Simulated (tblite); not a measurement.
C₈H₉O (doublet state).
Bonds: C1–C2 (double), C2–C3, C3–C4 (double), C4–C5, C5–O6, C4–C7, C7–C8, C8–C9 (double), C3–C9. Hydrogens: H10, H11 on C1; H12 on C2; H13, H14 on C5; H15 on O6; H16, H17 on C7; H18 on C9.

Structure optimised with GFN2-xTB, isolated species. This method treats the open shell by occupation alone, without spin polarisation.

**Question.** Give the optimised bond lengths and angles.

**Answer.** 
| bond | length (Å) |
| --- | --- |
| C1=C2 | 1.329 |
| C2–C3 | 1.446 |
| C3=C4 | 1.360 |
| C4–C5 | 1.494 |
| C5–O6 | 1.417 |
| C4–C7 | 1.510 |
| C7–C8 | 1.474 |
| C8=C9 | 1.321 |
| C3–C9 | 1.476 |
| C1–H10 | 1.076 |
| C1–H11 | 1.076 |
| C2–H12 | 1.083 |
| C5–H13, C5–H14 | 1.096 |
| O6–H15 | 0.964 |
| C7–H16, C7–H17 | 1.091 |
| C9–H18 | 1.071 |

Bonds in one row agree within 0.01 Å and their mean is given. A selection of angles:
| angle | degrees |
| --- | --- |
| C2–C1–H10 | 122.5 |
| C2–C1–H11 | 121.4 |
| H10–C1–H11 | 116.1 |
| C1–C2–C3 | 125.8 |
| C1–C2–H12 | 119.1 |
| C3–C2–H12 | 115.1 |
| C2–C3–C4 | 127.4 |
| C2–C3–C9 | 124.0 |
| C4–C3–C9 | 108.6 |
| C3–C4–C5 | 129.9 |
| C3–C4–C7 | 109.6 |
| C5–C4–C7 | 120.4 |
| C4–C5–O6 | 112.3 |
| C4–C5–H13 | 110.3 |
| C4–C5–H14 | 110.8 |
| O6–C5–H13 | 104.9 |
| O6–C5–H14 | 110.1 |
| H13–C5–H14 | 108.3 |
| C5–O6–H15 | 108.6 |
| C4–C7–C8 | 101.0 |
| C4–C7–H16 | 111.7 |
| C8–C7–H16 | 112.4 |
| C8–C7–H17 | 112.9 |
| H16–C7–H17 | 107.4 |
| C7–C8–C9 | 113.4 |
| C8–C9–H18 | 128.6 |
| C3–C9–C8 | 107.3 |
| C3–C9–H18 | 124.1 |

Torsions: C1–C2–C3–C4 175° (antiperiplanar); C2–C3–C4–C5 -3° (synperiplanar); C3–C4–C5–O6 -110° (anticlinal); C3–C4–C7–C8 -1° (synperiplanar); C4–C7–C8–C9 0° (synperiplanar); C7–C8–C9–C3 0° (synperiplanar); C2–C3–C9–C8 180° (antiperiplanar); H15–O6–C5–C4 57° (synclinal). The mirror-image conformer, all signs reversed, is as good.

The 5-membered ring C3–C4–C7–C8–C9 has internal angles of 101.0° to 113.4° (sum 540°, against 540° for a flat polygon); it is planar, 0.00 Å rms from its mean plane, widest ring torsion 1°. C1 (carbon bonded to C and 2 H) is planar (angles 122.5°, 121.4° and 116.1°, sum 360.0°, 0.00 Å off the plane of its three neighbours). C2 (carbon bonded to 2 C and H) is planar (angles 125.8°, 119.1° and 115.1°, sum 360.0°, 0.00 Å off the plane of its three neighbours). C9 (carbon bonded to 2 C and H) is planar (angles 128.6°, 124.1° and 107.3°, sum 360.0°, 0.00 Å off the plane of its three neighbours). C3 (carbon bonded to 3 C) is planar (angles 127.4°, 124.0° and 108.6°, sum 360.0°, 0.00 Å off the plane of its three neighbours). Of the pairs four or more bonds apart, H12···H14 is among the closest relative to their van der Waals radii: 2.18 Å, 91 % of the sum of Bondi's values. The 8 C–C bonds span 1.321 Å (C8=C9, drawn double) to 1.510 Å (C4–C7, drawn single), a spread of 0.189 Å.

Point group: C1 (no symmetry element, even within 0.4 Å). Its lowest GFN2-xTB frequency is 10 cm⁻¹, too small to tell a flat minimum from a shallow saddle. Torsions: C1–C2–C3–C4 175°, C3–C4–C5–O6 -110°, C4–C5–O6–H 57°.

These are computed values.
